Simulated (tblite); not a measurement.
C₇H₄F₂N (doublet state).
Structure used (GFN2-xTB), in Å, numbered top down from 1:
```xyz
14
C7H4F2N angstrom
C      3.028   -1.369    0.261
C      1.983   -0.966   -0.158
C      0.705   -0.476   -0.604
C      0.288    0.940   -0.258
C      1.147    1.761    0.525
N      1.835    2.424    1.152
C     -0.379   -0.244    0.408
C     -1.809   -0.568    0.053
F     -2.041   -0.377   -1.268
F     -2.663    0.257    0.708
H      0.420   -0.844   -1.583
H     -0.274    1.485   -1.009
H     -0.149   -0.420    1.452
H     -2.091   -1.604    0.299
```

Calculated harmonic vibrations of the isolated species, GFN2-xTB (tblite), most abundant isotopes, no scaling. Errors from tens to a few hundred cm⁻¹ against measured bands are possible. One conformer, not necessarily the lowest. Open shells enter through the occupations alone, without spin polarisation, and single modes of such species can be off by tens of per cent.

Harmonic wavenumbers (cm⁻¹): 40.1, 73.3, 97.2, 107.4, 152.7, 184.5, 207.5, 283.7, 366.3, 409.3, 474.8, 515.5, 573.8, 654.0, 821.5, 863.4, 934.8, 973.6, 995.2, 1034.1, 1044.1, 1050.8, 1072.7, 1119.3, 1179.2, 1218.9, 1261.6, 1270.0, 1277.8, 1422.5, 2302.3, 2405.1, 2885.8, 3034.8, 3039.8, 3069.3.

A = 2070, B = 928.4, C = 730.4 MHz; mass 140.031 u (most abundant isotopes); point group C1, symmetry number 1; spin multiplicity 2.

What is the zero-point energy?

½Σν̃ = 19208 cm⁻¹ = 229.79 kJ/mol.

Entropy at 200 K, 1 bar (ideal gas, RRHO, classical rotation)?

Translation 162.19, rotation 119.77, vibration 86.59, spin (R ln 2) 5.76: S = 374.3 J/(mol K).

And Cp and H(200 K) − H(0)?

Cp = 116.81 J/(mol K), of which vibrations give 83.55 (their classical limit is 36 R = 299.3); H(200 K) − H(0) = 15.80 kJ/mol without the zero-point energy, 9.15 from vibrations.

Blend soft modes into free rotors: weight 1/[1 + (100 cm⁻¹/ν̃)⁴] for the oscillator and the rest for a rotor with moment μB/(μ + B), μ = h/(8π²ν), B = 10⁻⁴⁴ kg m². What vibrational entropy results?

79.93 J/(mol K) in place of 86.59, which changes −T·S at 200 K by +1.33 kJ/mol.

What must be added to the electronic energy to get the Gibbs energy at 200 K and 1 bar?

ZPE + [H(200 K) − H(0)] − T·S = 229.79 + 15.80 − 74.86 = 170.73 kJ/mol.

How do the functions run with temperature in this model?

```
 T (K)  S (J/(mol K))  Cp (J/(mol K))  H − H(0) (kJ/mol)  G − H(0) (kJ/mol)  ln q(vib)
    50          257.3            59.1               2.18             -10.68       0.64
   100          306.2            82.8               5.77             -24.84       2.05
298.15          426.9           148.9              28.84             -98.45       7.51
373.15          462.9           172.0              40.89            -131.84       9.39
   500          517.9           204.2              64.85            -194.12      12.42
   750          609.3           245.8             121.56            -335.44      17.90
  1000          683.8           270.9             186.38            -497.38      22.78
```

q(vib) and H(0) count from the zero-point level.

Hindered rotation and anharmonicity are outside this model. Other conformers, if any are populated, would add a mixing term that is left out. The structure is chiral; the term R ln 2 for an equal mix with its mirror image is left out.
